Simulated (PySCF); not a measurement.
SMILES c1c(c(ccc1)[SiH3])S (C6H8SSi), GFN2-xTB optimised geometry.

```
16

Si    -1.24     1.96     0.00
C     -0.29     0.33     0.00
C      1.10     0.29     0.00
C      1.80    -0.90     0.00
C      1.11    -2.10     0.00
C     -0.27    -2.10     0.00
C     -0.96    -0.89     0.00
S     -2.73    -0.88     0.00
H     -2.07     2.03    -1.20
H     -2.07     2.02     1.21
H     -0.25     3.04     0.01
H      1.65     1.23     0.00
H      2.88    -0.90     0.00
H      1.65    -3.04     0.00
H     -0.81    -3.04     0.00
H     -2.88    -2.20     0.00
```

Density from CAM-B3LYP/def2-TZVP in PySCF at that geometry.

Minimum of the electron density along straight lines between bonded atoms, close to the bond critical point (lines longer than 1.1 times the sum of covalent radii, or with two minima, are not listed):

```
bond     length / Å  ρ at the minimum / e bohr⁻³  ∇²ρ there / e bohr⁻⁵  position (fraction from the first atom)
-------  ----------  ---------------------------  --------------------  ---------------------------------------
Si1–C2        1.887                        0.119                  0.19                                     0.39
C2–C3         1.390                        0.319                 -0.94                                     0.50
C3–C4         1.384                        0.325                 -0.98                                     0.50
C4–C5         1.384                        0.325                 -0.98                                     0.50
C5–C6         1.383                        0.325                 -0.98                                     0.50
C2–C7         1.396                        0.315                 -0.92                                     0.48
C6–C7         1.387                        0.322                 -0.96                                     0.49
C7–S8         1.770                        0.201                 -0.40                                     0.48
Si1–H9        1.464                        0.126                  0.17                                     0.49
Si1–H10       1.464                        0.126                  0.17                                     0.49
Si1–H11       1.463                        0.126                  0.18                                     0.49
C3–H12        1.081                        0.290                 -1.05                                     0.65
C4–H13        1.080                        0.289                 -1.04                                     0.65
C5–H14        1.080                        0.289                 -1.05                                     0.65
C6–H15        1.082                        0.287                 -1.03                                     0.65
S8–H16        1.335                        0.222                 -0.67                                     0.64
```
